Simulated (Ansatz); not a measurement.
Basis sets compared for TCNQ, `N#CC(C#N)=c1ccc(=C(C#N)C#N)cc1`. The state is a singlet with charge 0. Geometry PBE-D4/def2-SVP. Ansatz on 4 threads of Arm Neoverse V2 on a shared host; times are rough, and most runs start from earlier orbitals.

Cartesian coordinates in Å:
```
N 4.3933 -1.1248 1.3801
C 3.6195 -0.3018 1.0529
C 2.6710 0.6867 0.6547
C 3.1291 2.0368 0.6010
N 3.4962 3.1530 0.5533
C 1.3435 0.3455 0.3298
C 0.8953 -1.0267 0.3891
C -0.3953 -1.3585 0.0727
C -1.3438 -0.3454 -0.3289
C -2.6710 -0.6867 -0.6549
C -3.6192 0.3018 -1.0538
N -4.3926 1.1249 -1.3816
C -3.1288 -2.0369 -0.6021
N -3.4956 -3.1533 -0.5554
C -0.8957 1.0268 -0.3879
C 0.3949 1.3586 -0.0715
H 1.6111 -1.8048 0.6939
H -0.7281 -2.4062 0.1205
H -1.6116 1.8049 -0.6925
H 0.7277 2.4063 -0.1192
```

Binding counts from free atoms (N quartet, C triplet, H doublet) in the same basis, without a counterpoise term.

| level | functions | energy (Eh) | HOMO (eV) | LUMO (eV) | binding per atom (eV) | wall time |
| --- | --- | --- | --- | --- | --- | --- |
| PBE-D4/def2-SVP | 244 | -677.3066 | -6.84 | -5.45 | 6.03 | 4.7 s |
| PBE0-D4/def2-SVP | 244 | -677.2999 | -7.69 | -5.08 | 5.79 | 8.5 s |

Task: Estimate the rows for PBE-D4/def2-TZVP (with forces), PBE0-D4/def2-TZVP.

Result: 
```csv
level,functions,energy (Eh),HOMO (eV),LUMO (eV),binding per atom (eV),wall time
PBE-D4/def2-TZVP (with forces),520,-678.0443,-6.98,-5.59,5.94,15 s
PBE0-D4/def2-TZVP,520,-678.0336,-7.76,-5.15,5.70,27 s
```
